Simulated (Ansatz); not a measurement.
Input and output for C2H5AlS (`[CH3][Al]1[CH2][S]1`).

```yaml
crystal:
  periodic: [false, false, false]
  atoms:
    - {symbol: C, position_ang: [-0.217583, 1.419241, -0.967973]}
    - {symbol: Al, position_ang: [0.058604, -0.128721, -0.322974]}
    - {symbol: C, position_ang: [0.394744, -1.447326, 1.239939]}
    - {symbol: S, position_ang: [0.438951, -2.475124, -0.398679]}
    - {symbol: H, position_ang: [-0.729429, 1.387808, -1.934850]}
    - {symbol: H, position_ang: [-1.147719, 2.129015, -0.376267]}
    - {symbol: H, position_ang: [0.427630, 2.263020, -1.016063]}
    - {symbol: H, position_ang: [1.384212, -1.511797, 1.801039]}
    - {symbol: H, position_ang: [-0.310424, -1.868313, 1.784546]}
basis:
  gaussian: {orbitals: x2c-TZVPPall, fitting: {mean_field: cc-pVTZ-jkfit}}
hamiltonian: {xc: {name: B97M-V}}
accuracy: high
scf: {lower_state_search: light}
output: {forces: true}
```

```sh
$ ansatz run in.yaml --threads 2 --pin off --events-out ev --progress --plain --max-ram 4352MiB
```

Shortened log:

```
Functional definition: B97M-V
550 factors; integrals over basis functions are off by at most 1.3e0 eV
mean field evaluation 1: about -19610.2949 eV, gradient 7.8e1 eV
mean field evaluation 2: about -19588.1865 eV, gradient 1.1e2 eV
mean field evaluation 4: about -19624.8468 eV, gradient 1.3e1 eV
mean field evaluation 8: about -19625.2581 eV, gradient 6.6e-2 eV
mean field evaluation 16: about -19625.2647 eV, gradient 1.3e-4 eV
mean field -19625.26474505 eV, -721.2151768984 hartree, gradient 5.3e-8 eV, S^2 0.000000; 0 other end points of the search recorded, 0 dependent functions left out
reference -19625.26475142 eV, -721.2151771325 hartree; 23, 23 occupied and 193, 193 virtual orbitals, 550 factors
Total energy: -19625.26475142 eV, -721.2151771325 hartree
Relativity: scalar
Atom 0 at    -0.217583     1.419241    -0.967973 Å, force    -4.850710     7.273776    -1.009303 eV/Å
Atom 1 at     0.058604    -0.128721    -0.322974 Å, force     1.687306    -8.506887     3.933385 eV/Å
Atom 2 at     0.394744    -1.447326     1.239939 Å, force     4.114038     2.410797    -2.902738 eV/Å
Atom 3 at     0.438951    -2.475124    -0.398679 Å, force    -0.264628     2.643349    -0.189721 eV/Å
Atom 4 at    -0.729429     1.387808    -1.934850 Å, force     0.385040    -0.114452    -0.145568 eV/Å
Atom 5 at    -1.147719     2.129015    -0.376267 Å, force     2.366971    -2.531502    -1.108180 eV/Å
Atom 6 at     0.427630     2.263020    -1.016063 Å, force     1.123728     0.141915    -0.207053 eV/Å
Atom 7 at     1.384212    -1.511797     1.801039 Å, force    -1.264765     0.176120    -0.936259 eV/Å
Atom 8 at    -0.310424    -1.868313     1.784546 Å, force    -3.296980    -1.493116     2.565437 eV/Å
Dipole moment:    -0.209299     1.000941    -0.120815 e Å
```

Run time 54 s (2 threads of an Arm Neoverse V2 on a shared host); peak host memory 0.56 GiB.
